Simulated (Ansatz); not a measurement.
Calculated with Ansatz (gas phase, PBE0-D4/def2-TZVP geometries, no zero-point term in ΔE). CBS: MP2 limit from def2 TZ/QZ plus the TZ coupled-cluster correction, frozen cores. This one scheme is used for every species. DFT in def2-TZVPP. B3LYP here is the variant with VWN-RPA as its local correlation; programs differ in this. Each species was taken in one conformer, which may not be the lowest.

Reaction (hydrogenolysis of a C–C bond): `CCCSCCC` + H₂ → `CCCSC` + `CC`

| level | ΔE (kJ/mol) |
| --- | --- |
| B3LYP-D4 | -62.6 |
| r2SCANh | -62.3 |
| HF/def2-SVP | -81.9 |
| SCS-MP2/def2-QZVPP | -56.0 |

What does CCSD(T)/CBS give? (Estimate.)

The calculation gave: -55.2 kJ/mol. The listed levels differ from it by -7.4, -7.1, -26.7, -0.8 kJ/mol.

Largest T1 diagnostic among the species: 0.009.

The D4 term adds +9.9 kJ/mol with B3LYP and +5.8 kJ/mol with PBE0; it sums over pairs of atoms, weighted by their polarisabilities, and B3LYP, whose exchange is more repulsive, gets the larger term. Leaving LDA and LC-ωPBE aside and taking each functional with its dispersion term where it has one, the values, not all of them listed here, spread over 12.9 kJ/mol, from B97M-V to revPBE-D4. LDA lies +10.9 kJ/mol from PBE without D4.

CCSD(T)/CBS has its own doubt, a few kJ/mol and more with outer-core shells, so smaller differences from it don't rank the levels.
